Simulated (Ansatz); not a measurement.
`OB([SiH3])Cl` + `BS` → `BSB(O)Cl` + SiH₄  (cleavage of the B–Si bond)

Program: Ansatz. Geometries: PBE0-D4/def2-TZVP. ΔE: electronic, gas phase. CCSD(T)/CBS adds triple-zeta CCSD(T) − MP2 to the extrapolated MP2 energy (def2 sets, frozen cores). This one scheme is used for every species. Functionals use def2-TZVPP. Each species was taken in one conformer, which may not be the lowest.

Problem. Is it downhill or uphill in electronic energy at CCSD(T)/CBS, and by how much? (An estimate is asked.)

Solution. The calculation gave: Downhill: ΔE = -55.1 kJ/mol.

Problem. What do these levels give: r2SCAN-D4, BHLYP-D4, ωB97X-V, BLYP, MP2/def2-SVP, CCSD(T)/def2-SVP? (Best estimate.)

Solution. Ansatz gave: r2SCAN-D4 -55.7, BHLYP-D4 -57.6, ωB97X-V -53.8, BLYP -45.7, MP2/def2-SVP -67.0, CCSD(T)/def2-SVP -58.1 kJ/mol.

Largest T1 diagnostic among the species: 0.015.

The D4 term adds −4.3 kJ/mol with B3LYP and −2.2 kJ/mol with PBE0; it sums over pairs of atoms, weighted by their polarisabilities, and B3LYP, whose exchange is more repulsive, gets the larger term. From PBE to PBE0 (25 % exact exchange), in def2-TZVPP and without D4, ΔE moves by −4.0 kJ/mol. Leaving LDA and LC-ωPBE aside and taking each functional with its dispersion term where it has one, the values, not all of them listed here, spread over 9.2 kJ/mol, from PBE-QIDH to PBE-D4. LDA lies −5.2 kJ/mol from PBE without D4.

B3LYP here is the variant with VWN-RPA as its local correlation; programs differ in this.
